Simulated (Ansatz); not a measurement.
Start from `[NH2][Ga]([SH])[SH]` and change one atom or group to get `[SH][Ga]([SH])[SH]`.

Ansatz, PBE0-D4/def2-TZVP geometries, multiplicity 1. Each molecule was computed in one conformer, which needn't be the lowest.

Scalar relativity is left out up to krypton.

```
                                                                                  property  `[NH2][Ga]([SH])[SH]`
                                                         LUMO energy (PBE/def2-TZVPP) / eV                  -1.33
                                                       HOMO energy (B3LYP/def2-TZVPP) / eV                  -7.09
                                        size of the dipole moment (ωB97M-V/def2-TZVPP) / D                   0.56
                                                        LUMO energy (PBE0/def2-TZVPP) / eV                  -0.43
ideal-gas entropy at 298 K and 1 bar (rigid rotor, harmonic PBE0-D4/def2-TZVP) / J/(mol·K)                    376
                                                       HOMO–LUMO gap (PBE/def2-TZVPP) / eV                   4.67
```

**Question.** What does the change do to each property? (Best estimate.)

**Answer.** Computed: 
```
                                                                                  property  `[SH][Ga]([SH])[SH]`  shift
                                                         LUMO energy (PBE/def2-TZVPP) / eV                 -1.87  -0.54
                                                       HOMO energy (B3LYP/def2-TZVPP) / eV                 -7.40  -0.31
                                        size of the dipole moment (ωB97M-V/def2-TZVPP) / D                  1.45   0.89
                                                        LUMO energy (PBE0/def2-TZVPP) / eV                 -0.96  -0.53
ideal-gas entropy at 298 K and 1 bar (rigid rotor, harmonic PBE0-D4/def2-TZVP) / J/(mol·K)                   375     -1
                                                       HOMO–LUMO gap (PBE/def2-TZVPP) / eV                  4.59  -0.08
```

With PBE0 the HOMO falls by 0.32 eV and the LUMO falls by 0.53 eV, so the gap narrows by about 0.21 eV. PBE moves the HOMO by -0.45 eV and ωB97M-V by -0.19 eV. The zero-point energy changes by -40.8 kJ/mol with -3 modes. Dipoles are sizes alone; their direction can turn.

B3LYP here is the variant with VWN-RPA as its local correlation; programs differ in this.
